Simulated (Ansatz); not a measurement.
A nudged elastic band was laid between two geometries of C2H7IOSi (12 atoms, charge 0, multiplicity 1).

Method: Ansatz, RKS PBE-D4/def2-SVP.

| Quantity | Value |
| --- | --- |
| movable images | 9 |
| climbing image | yes |
| spring | 5.0 eV/Å² |
| optimiser | quadratic models (default) |
| start path | through a guess of the saddle point |
| force threshold | 0.2 eV/Å |
| iteration limit | 34 |
| end points | relaxed |

Initial state:

```xyz
12
Properties=species:S:1:pos:R:3
C -1.322 -0.559 0.792
Si 0.537 -0.289 0.634
I 1.701 -2.484 0.747
C 0.945 0.551 -1.032
O 0.223 1.782 -1.121
H -1.697 -1.232 -0.005
H -1.853 0.414 0.721
H -1.573 -1.011 1.772
H 1.042 0.552 1.773
H 2.027 0.798 -1.065
H 0.757 -0.137 -1.891
H -0.710 1.560 -1.291
```

Final state:

```xyz
12
Properties=species:S:1:pos:R:3
C -1.349 -0.285 1.060
Si 0.479 -0.247 0.634
I 1.131 -2.512 -0.197
C 0.819 0.890 -0.862
O 0.080 0.462 -1.997
H -1.931 -0.419 0.126
H -1.648 0.679 1.524
H -1.594 -1.106 1.760
H 1.352 0.055 1.823
H 0.468 1.915 -0.607
H 1.918 0.975 -1.053
H 0.352 -0.462 -2.177
```

Problem. Which bonds break or form, and what moves?

Solution. No bond is made or broken. The dihedral I3–Si2–C4–H11 goes from 51 to -69°.

Problem. What energy profile does the band end with?

Solution. The run converged. The highest image is number 5 of 0 to 10, 2.0 kcal/mol above the first end and 3.8 kcal/mol above the last; the last end lies 1.8 kcal/mol below the first. The threshold of 0.2 eV/Å is loose, so the images may lie well off the minimum-energy path. Another band between the same ends (9 images) ends at a top of the same energy, where a vibrational analysis finds 1 clearly imaginary mode.

```tsv
image	path coordinate (Å)	energy (kcal/mol)	dihedral I3–Si2–C4–H11 (°)
0	0.00	0.0	51
1	0.48	0.3	39
2	0.97	0.9	27
3	1.45	1.5	15
4	1.93	2.0	3
5	2.41	2.0	-10
6	2.90	1.5	-22
7	3.38	0.6	-34
8	3.86	-0.5	-46
9	4.35	-1.4	-58
10	4.83	-1.8	-69
```

Problem. What is the geometry of the highest image?

Solution. 
```xyz
12
Properties=species:S:1:pos:R:3
C -1.298 -0.362 0.929
Si 0.557 -0.367 0.632
I 1.319 -2.704 0.212
C 0.958 0.735 -0.903
O -0.224 1.271 -1.496
H -1.845 -0.766 0.053
H -1.634 0.682 1.092
H -1.563 -0.971 1.817
H 1.302 0.089 1.857
H 1.554 1.604 -0.548
H 1.608 0.189 -1.626
H -0.657 0.546 -1.984
```

Time of the run: 3.1 min on 2 threads of Intel(R) Xeon(R) Platinum 8259CL CPU @ 2.50GHz (Skylake/Cascade Lake) (shared host), peak memory 0.2 GiB.
